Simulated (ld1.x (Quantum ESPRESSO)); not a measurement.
## Pseudopotential generation for beryllium: RRKJ, LDA (PZ), scalar-relativistic.

* Element: beryllium
* Generator: ld1.x (Quantum ESPRESSO) 7.5
* Type: norm-conserving RRKJ (Kleinman–Bylander form)
* Functional: LDA (PZ)
* Relativity: scalar-relativistic
* Frozen core: [He]
* Valence charge: 2
* Reference configuration: 2s2 2p0
* Partial waves: 2s (bound): rc 2.30 bohr; 2p (bound, empty): rc 2.70 bohr; 3d channel at 0.45 Ry: rc 2.45 bohr
* Local potential: all-electron potential smoothed inside 1.80 bohr (lloc = -1)
* Core correction: Bessel-smoothed model core inside 1.15 bohr

All-electron outer shells of the reference configuration (LDA (PZ), scalar-relativistic, ld1.x):

```
shell  level (eV)  outermost node (bohr)  outermost maximum (bohr)
   1s     -104.93                      –                      0.27
   2s       -5.61                   0.60                      2.04
   2p       -2.10                      –                      2.28
```

**Question.** Does the generator finish with these settings?

**Answer.** Yes, a potential is produced and its reference levels are reproduced.

**Question.** Estimate the cutoffs (Ry, on a coarse ladder) from which the occupation-weighted sum of valence levels, in a spherical-Bessel basis at the reference potential, stays within 10 and 1 mRy of its value at 400 Ry.

**Answer.** 10 Ry and 18 Ry.

**Question.** What does a ghost test show?

**Answer.** No extra level below or beside the all-electron valence levels (s, p, d, f tested).

**Question.** Tests: 2s1 2p0; 2s1.5 2p0; 2s1 2p1; 2s0 2p1; 2s0 2p2. Which has the largest error in its energy relative to the reference configuration, and how large is it?

**Answer.** 2s0 2p1, with -22 meV (all-electron minus pseudo) on +13.33 eV.
